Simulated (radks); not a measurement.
The nuclear charge of the antimony ion Sb2+ is varied continuously with 49 electrons held in [Kr] 4d10 5s2 5p1. All-electron calculation, scalar-relativistic Kohn-Sham, PBE, spin-polarised, spherical densities, point nucleus; open shells are filled with parallel spins first (spin-orbit coupling, left out, can overturn this in heavy ions). Program: a radial shooting solver on a logarithmic mesh with Libxc functionals. By the Hellmann-Feynman theorem dE/dZ = E(electron-nucleus)/Z, the electronic potential at the nucleus. The scalar-relativistic energy here is not variational (the density holds large components alone), so the two differ by a part that grows with Z.

Z,E (hartree),E(electron-nucleus)/Z (hartree),HOMO,e(HOMO) (eV),<r> HOMO (bohr)
50,-6176.95721,-298.460,5p,-10.619,2.892
50.2,-6237.01538,-300.104,5p,-12.450,2.795
50.4,-6297.40533,-301.748,5p,-14.358,2.708
50.6,-6358.12718,-303.393,5p,-16.340,2.629
50.8,-6419.18105,-305.038,5p,-18.392,2.557
51,-6480.56710,-306.684,5p,-20.514,2.491
51.2,-6542.28550,-308.331,5p,-22.702,2.431
51.4,-6604.33644,-309.979,5p,-24.956,2.375
51.6,-6666.72012,-311.627,5p,-27.273,2.322
51.8,-6729.43677,-313.276,5p,-29.654,2.273
52,-6792.48660,-314.927,5p,-32.096,2.227

The central difference of E at Z = 51 is -307.761 hartree, to compare with the third column; the second derivative is -8.31 hartree.
